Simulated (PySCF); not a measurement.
## Krypton: a sound run and one with changed settings

Sound run: Kr [Kr], Kr⁺ [Ar] 3d10 4s2 4p5. All numbers are calculated (PySCF 2.14, no relativity, point nucleus, in pcseg-2 (6s5p3d1f, 43 functions)). The sound run starts from symmetry-adapted Hartree-Fock orbitals and uses a fine grid where one is needed.

Changed run: radial step 0.5 in ln r (0.13 in the sound run). This setting is unsound on purpose.

| species | method | sound run (hartree) | changed run (hartree) | converged |
| --- | --- | --- | --- | --- |
| Kr | UHF | -2752.02415 | -2752.02415 | yes |
| Kr | TPSS | -2753.69458 | -2753.66928 | yes |
| Kr | BP86 | -2754.09153 | -2754.06688 | yes |
| Kr⁺ | UHF | -2751.54303 | -2751.54303 | yes |
| Kr⁺ | TPSS | -2753.17569 | -2753.14354 | yes |
| Kr⁺ | BP86 | -2753.56993 | -2753.54675 | yes |

Ionisation energy of Kr:

```
method  sound run (eV)  changed run (eV)
   UHF          13.092            13.092
  TPSS          14.120            14.306
  BP86          14.193            14.154
```

A coarse radial grid mis-integrates the density and the exchange-correlation energy, with errors of either sign; Hartree-Fock needs no grid.

For comparison, NIST gives 14.000 eV between the lowest levels.
